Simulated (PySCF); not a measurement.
# Telling isomers of C6H12Si apart by NMR

- geometry: GFN2-xTB
- shielding tensors at PBE0/pcSseg-1 (GIAO)
- code: PySCF 2.14
- in vacuum, a single conformation, one averaged value for each set of equivalent atoms, relativity neglected

Referencing at the same level of theory: TMS for 1H (σ = 31.72 ppm), 13C (σ = 186.93 ppm). Where no couplings were computed, multiplicities follow the n + 1 count of equivalent neighbours, and m marks all less simple cases (inequivalent or close neighbours, rings, F or P nearby). Shifts are as computed. Against solution values, carbons near 30 ppm lie about +3 ppm off and those near 130 ppm about +5 ppm. Of 1309 compounds with measured shifts, 239 miss one by over three times the rms of a fit or turn the order of signals round; such compounds aren't used in these exercises.

(1) Tabulate the signals of `C1C[SiH](C2CC2)C1`, `C[SiH2]C1=C(C)CC1`, `C=C1CC[Si]1(C)C`, `CC1=CC[Si]1(C)C` and their relative energies.

(2) What is the quickest way to tell C1C[SiH](C2CC2)C1 from C=C1CC[Si]1(C)C?

(3) What is the quickest way to tell C=C1CC[Si]1(C)C from CC1=CC[Si]1(C)C?

(4) What is the quickest way to tell C[SiH2]C1=C(C)CC1 from C=C1CC[Si]1(C)C?

Answers

(1) 
```json
{"SMILES": "C1C[SiH](C2CC2)C1", "carbon types": "1×CH 5×CH2", "δC": "19.7, 15.3, 3.0, -0.7", "δH": "4.34 (m, 1H), 2.21 (m, 1H), 2.12 (m, 1H), 1.61 (m, 2H), 1.42 (m, 2H), 0.68 (m, 2H), 0.13 (m, 2H), -0.05 (m, 1H)", "E rel. (kcal/mol)": "19.8"}
{"SMILES": "C[SiH2]C1=C(C)CC1", "carbon types": "2×C 2×CH2 2×CH3", "δC": "172.4, 144.2, 35.9, 30.2, 21.1, -9.3", "δH": "4.49 (q, 2H), 2.59 (m, 2H), 2.44 (m, 2H), 1.93 (s, 3H), 0.19 (t, 3H)", "E rel. (kcal/mol)": "17.8"}
{"SMILES": "C=C1CC[Si]1(C)C", "carbon types": "1×C 3×CH2 2×CH3", "δC": "169.3, 131.5, 32.0, 12.4, 0.5", "δH": "5.91 (br s, 1H), 5.64 (br s, 1H), 2.88 (m, 2H), 1.27 (m, 2H), 0.27 (s, 6H)", "E rel. (kcal/mol)": "5.3"}
{"SMILES": "CC1=CC[Si]1(C)C", "carbon types": "1×C 1×CH 1×CH2 3×CH3", "δC": "160.8, 149.6, 23.1, 21.8, -0.7", "δH": "6.86 (t, 1H), 1.81 (s, 3H), 1.60 (m, 2H), 0.29 (s, 6H)", "E rel. (kcal/mol)": "0.0"}
```

Energies are electronic energies at PBE0/pcSseg-1 on these geometries, without zero-point or thermal terms, each for the one conformer computed, which needn't be the lowest.

(2) Count the carbon signals: 4 against 5. The first has a three-membered-ring carbon (CH) at -0.7 ppm, the second a fully substituted alkene carbon (C) at 169.3 ppm. Their most deshielded carbons lie at 19.7 and 169.3 ppm. In the proton spectra the most deshielded non-exchanging signals are 4.34 (m, 1H) and 5.91 (br s, 1H).

(3) Both give the same number of carbon signals, but DEPT or the intensities differ. The first has a terminal =CH2 carbon at 131.5 ppm, the second an alkene CH at 149.6 ppm. Their most deshielded carbons lie at 169.3 and 160.8 ppm. In the proton spectra the most deshielded non-exchanging signals are 5.91 (br s, 1H) and 6.86 (t, 1H).

(4) Count the carbon signals: 6 against 5. The first has a fully substituted alkene carbon (C) at 144.2 ppm, the second a terminal =CH2 carbon at 131.5 ppm. Their most deshielded carbons lie at 172.4 and 169.3 ppm. In the proton spectra the most deshielded non-exchanging signals are 4.49 (q, 2H) and 5.91 (br s, 1H).
